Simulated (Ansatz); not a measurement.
Calculated with Ansatz (gas phase, PBE0-D4/def2-TZVP geometries, no zero-point term in ΔE). CCSD(T)/CBS adds triple-zeta CCSD(T) − MP2 to the extrapolated MP2 energy (def2 sets, frozen cores). This one scheme is used for every species. Functionals use def2-TZVPP. Elements past krypton have def2 core potentials. For Zr outer-core shells are correlated without core-valence functions, which leaves a few kJ/mol of doubt a bond.

Consider the ligand exchange at a Zr–Cl bond: `[F][Zr]([Cl])([Cl])[Cl]` + H–F → `[F][Zr]([F])([Cl])[Cl]` + HCl.

```csv
level,ΔE (eV)
CAM-B3LYP-D4,-0.29
BLYP,-0.33
```

(1) What does CCSD(T)/CBS give? (Best estimate.)

(2) What do rigid-rotor, harmonic-oscillator terms from PBE0-D4/def2-TZVP frequencies (298.15 K, 1 bar) make of the CCSD(T)/CBS value? (Best estimate.)

Largest T1 diagnostic among the species: 0.017.

Answers

(1) Computed: -0.13 eV. The listed levels differ from it by -0.16, -0.20 eV.

(2) Computed: ΔZPE = -0.05 eV, ΔH = -0.18 eV, ΔS = 5 J/(mol·K), ΔG = -0.20 eV.

Leaving LDA and LC-ωPBE aside and taking each functional with its dispersion term where it has one, the values, not all of them listed here, spread over 0.16 eV, from CAM-B3LYP-D4 to PBE-QIDH. LDA lies +0.04 eV from PBE without D4. In def2-TZVPP, CCSD(T) changes the Hartree–Fock value by +0.05 eV (the triples alone add +0.02 eV) and MP2 by +0.12 eV. At CCSD(T), def2-SVP lies −0.19 eV from the extrapolated value and def2-TZVPP −0.04 eV.
